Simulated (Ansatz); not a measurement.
Ansatz (an electronic-structure program) input (CCSD(T)/aug-cc-pVDZ):

Ansatz 0.2 input:
```yaml
crystal:
  periodic: [false, false, false]
  atoms:
    - {symbol: B, position_ang: [0.18308052, 0.70831474, 0.31550774]}
    - {symbol: O, position_ang: [0.79037142, -0.42268342, -0.10073560]}
    - {symbol: C, position_ang: [2.20106780, -0.61933880, -0.04611196]}
    - {symbol: O, position_ang: [-1.14121390, 0.90585621, 0.26966425]}
    - {symbol: C, position_ang: [-2.03330011, -0.10109993, -0.24035034]}
    - {symbol: H, position_ang: [2.70447494, 0.25425610, 0.37003101]}
    - {symbol: H, position_ang: [2.56698800, -0.80512405, -1.05610584]}
    - {symbol: H, position_ang: [2.40823497, -1.49078137, 0.57531462]}
    - {symbol: H, position_ang: [-1.79715622, -0.32811627, -1.28053488]}
    - {symbol: H, position_ang: [-1.95594756, -1.01393904, 0.35127923]}
    - {symbol: H, position_ang: [-3.04186307, 0.29938109, -0.17017817]}
basis:
  gaussian:
    orbitals: aug-cc-pVDZ
magnetization: {spin_polarized: true, initial_magnetization: 1}
correlation: {method: ccsd_t, electrons: outside_noble_gas}
output: {forces: true}
```

Output:

```
Functional definition: HF
integrals: 0.99 GiB planned
1646 factors; integrals over basis functions are off by at most 6.8e-4 eV
mean field: 0.85 GiB planned
mean field evaluation 1: about -6898.5759 eV, gradient 3.0e1 eV
mean field evaluation 2: about -6898.5773 eV, gradient 3.0e1 eV
mean field evaluation 4: about -6903.0350 eV, gradient 3.7e0 eV
mean field evaluation 8: about -6903.1802 eV, gradient 2.2e-1 eV
mean field evaluation 16: about -6903.1602 eV, gradient 1.0e0 eV
mean field -6903.18115867 eV, -253.6872284370 hartree, gradient 1.5e-6 eV, S^2 0.753673; 0 other end points of the search recorded, 0 dependent functions left out
5 core orbitals not correlated
reference -6903.18115867 eV, -253.6872284370 hartree; 15, 14 occupied and 149, 150 virtual orbitals, 1646 factors
densities: 8.86 GiB planned
second order -20.38249688 eV of doubles, -0.00000000 eV of singles
coupled cluster: 4.85 GiB planned
cycle   1  -20.85239575 eV  change   -4.7e-1 eV  update   1.1e-1
cycle   2  -21.39590781 eV  change   -5.4e-1 eV  update   3.3e-2
cycle   3  -21.55157449 eV  change   -1.6e-1 eV  update   1.9e-2
cycle   4  -21.54644531 eV  change    5.1e-3 eV  update   5.5e-3
cycle   5  -21.54405891 eV  change    2.4e-3 eV  update   2.6e-3
cycle   6  -21.54474909 eV  change   -6.9e-4 eV  update   9.6e-4
cycle   7  -21.54457329 eV  change    1.8e-4 eV  update   3.9e-4
cycle   8  -21.54456856 eV  change    4.7e-6 eV  update   1.5e-4
cycle   9  -21.54462905 eV  change   -6.0e-5 eV  update   6.1e-5
cycle  10  -21.54462250 eV  change    6.6e-6 eV  update   2.3e-5
cycle  11  -21.54462112 eV  change    1.4e-6 eV  update   9.6e-6
cycle  12  -21.54462960 eV  change   -8.5e-6 eV  update   4.0e-6
cycle  13  -21.54463198 eV  change   -2.4e-6 eV  update   1.6e-6
perturbative correction -0.68817677 eV, -0.0252900300 hartree
the calculation of the forces begins
Total energy: -6925.41396743 eV, -254.5042690887 hartree
Atom 0 at     0.183081     0.708315     0.315508 Å, force     0.591326     0.547867     0.287801 eV/Å
Atom 1 at     0.790371    -0.422683    -0.100736 Å, force    -0.210562    -0.809112    -0.360545 eV/Å
Atom 2 at     2.201068    -0.619339    -0.046112 Å, force     0.054750     0.078938     0.038504 eV/Å
Atom 3 at    -1.141214     0.905856     0.269664 Å, force    -0.726904     0.601340     0.181998 eV/Å
Atom 4 at    -2.033300    -0.101100    -0.240350 Å, force     0.126543    -0.049606    -0.008535 eV/Å
Atom 5 at     2.704475     0.254256     0.370031 Å, force     0.222906     0.379141     0.181037 eV/Å
Atom 6 at     2.566988    -0.805124    -1.056106 Å, force     0.143367    -0.069639    -0.429818 eV/Å
Atom 7 at     2.408235    -1.490781     0.575315 Å, force     0.075355    -0.363386     0.269109 eV/Å
Atom 8 at    -1.797156    -0.328116    -1.280535 Å, force     0.111829    -0.095669    -0.461638 eV/Å
Atom 9 at    -1.955948    -1.013939     0.351279 Å, force     0.040895    -0.402038     0.267322 eV/Å
Atom 10 at    -3.041863     0.299381    -0.170178 Å, force    -0.429505     0.182163     0.034765 eV/Å
Dipole moment:     0.108257    -0.357282    -0.139625 e Å
```

It need not be the lowest isomer of its formula.
